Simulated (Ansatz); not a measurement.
Basis-set extrapolation for C₂H₇AlS₂ (PBE0-D4/def2-TZVP geometry, frozen core, Ansatz). Multiplicity 1, RHF reference.

```
                       def2-TZVPP    def2-QZVPP
                 HF  -1116.903083  -1116.936428
    MP2 correlation     -0.792614     -0.853902
CCSD(T) correlation     -0.893342       not run
```

Energies in hartree. Use E(X) = E(∞) + A·exp(−7.88·√X) for Hartree–Fock and E(X) = E(∞) + B·X^(−2.97) for correlation, with X = 3 and 4, and add CCSD(T) minus MP2 of the smaller set to the MP2 limit.

Q: What is the CCSD(T) energy at the basis-set limit?

A: HF limit: -1116.936428 + (-0.033345) × 0.13774 = -1116.94102. MP2 limit: -0.853902 + (-0.061288) × 0.74074 = -0.89930. Higher-order term: -0.893342 − (-0.792614) = -0.10073. Total: -1117.94105 hartree, 379.7 kJ/mol below CCSD(T)/def2-TZVPP.
